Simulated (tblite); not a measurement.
Species: C4H6FO2 (doublet state).
SMILES with atom numbers: `[CH3:1][O:2]/[C:3]=[C:4](/[F:5])[O:6][CH3:7]` (hydrogens: H8, H9, H10 on C1; H11, H12, H13 on C7)

The geometry is computed with GFN2-xTB (gas phase). This method treats the open shell by occupation alone, without spin polarisation.

List the bond lengths, angles and torsions at this level.

```csv
bond,length (pm)
C1–O2,142.6
O2–C3,130.3
C3=C4,133.1
C4–F5,135.7
C4–O6,135.9
O6–C7,141.8
"C1–H8, C1–H9, C1–H10",109.1
"C7–H11, C7–H12, C7–H13",109.1
```

Bonds in one row agree within 1 pm and their mean is given. A selection of angles:
```csv
angle,degrees
O2–C1–H8,110.7
O2–C1–H9,106.6
O2–C1–H10,109.9
H8–C1–H9,110.4
C1–O2–C3,120.1
O2–C3–C4,132.6
C3–C4–F5,119.1
C3–C4–O6,126.2
F5–C4–O6,113.7
C4–O6–C7,117.4
O6–C7–H11,105.8
O6–C7–H12,111.1
H11–C7–H12,109.9
```

Dihedral angles: C1–O2–C3–C4 -24° (synperiplanar); O2–C3–C4–F5 170° (antiperiplanar); C3–C4–O6–C7 -134° (anticlinal). The mirror-image conformer, all signs reversed, is as good.

The 4 C–O bonds span 1.303 Å (O2–C3, drawn single) to 1.426 Å (C1–O2, drawn single), a spread of 0.123 Å. Of the pairs four or more bonds apart, F5···H12 is among the closest relative to their van der Waals radii: 2.42 Å, 91 % of the sum of Bondi's values. C4 (carbon bonded to C, F and O) is almost planar (angles 126.2°, 119.1° and 113.7°, sum 359.0°, 0.08 Å off the plane of its three neighbours). O2 (oxygen bonded to 2 C) is bent (angle 120.1°).

Point group: C1 (no symmetry element, even within 0.4 Å). Its GFN2-xTB frequencies are all real (lowest 58 cm⁻¹). 3 starts were optimised and ended at 0.00, 0.00 and 0.81 kcal/mol (GFN2-xTB); the lowest of these is shown.

On Intel Xeon at 2.50 GHz, one thread, shared host with 64 logical CPUs at a one-minute load of 62, this took 1.4 s. This is the geometry optimisation.
